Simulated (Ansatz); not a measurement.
Reaction (ligand exchange at the Hf–I bond): `[OH][Hf]([F])([F])[I]` + H₂Se → `[OH][Hf]([F])([F])[SeH]` + HI

Program: Ansatz. Geometries: PBE0-D4/def2-TZVP. ΔE: electronic, gas phase. CCSD(T)/CBS adds triple-zeta CCSD(T) − MP2 to the extrapolated MP2 energy (def2 sets, frozen cores). DFT in def2-TZVPP. def2 core potentials past Kr. For Hf, I, Se outer-core shells are correlated without core-valence functions, which leaves a few kJ/mol of doubt a bond. Scalar relativity is left out up to krypton. One conformer a species, not always the lowest.

`[OH][Hf]([F])([F])[I]`:

Cartesian coordinates in Å:
```
O -0.692 -1.261 0.317
Hf 0.317 0.281 -0.105
F 1.724 0.472 1.153
F 1.092 0.071 -1.823
I -1.274 2.496 -0.066
H -1.166 -2.060 0.524
```

H₂Se:

Z-matrix (Å, degrees):
```
Se
H 1 1.467
H 1 1.467 2 91.2
```

`[OH][Hf]([F])([F])[SeH]`:

```xyz
7

O    -1.130    0.903   -0.481
Hf    0.496    0.310    0.297
F     2.002    1.100   -0.554
F     0.598    0.780    2.136
Se    0.607   -2.270    0.048
H    -1.875    1.393   -0.815
H    -0.697   -2.215   -0.631
```

HI:

Z-matrix (Å, degrees):
```
I
H 1 1.610
```

```
  level  ΔE (kcal/mol)
BLYP-D4           11.6
 r2SCAN           12.6
```

(1) What does CCSD(T)/CBS give? (Estimate.)

Largest T1 diagnostic among the species: 0.015.

Results:

(1) Ansatz gave: +12.5 kcal/mol. The listed levels differ from it by -0.9, 0.1 kcal/mol.

From PBE to PBE0 (25 % exact exchange), in def2-TZVPP and without D4, ΔE moves by +0.8 kcal/mol. Leaving LDA and LC-ωPBE aside and taking each functional with its dispersion term where it has one, the values, not all of them listed here, spread over 1.8 kcal/mol, from BLYP-D4 to BHLYP-D4. In def2-TZVPP, CCSD(T) changes the Hartree–Fock value by −2.6 kcal/mol (the triples alone add −0.1 kcal/mol) and MP2 by −1.4 kcal/mol.

CCSD(T)/CBS has its own doubt, a few kJ/mol and more with outer-core shells, so smaller differences from it don't rank the levels.
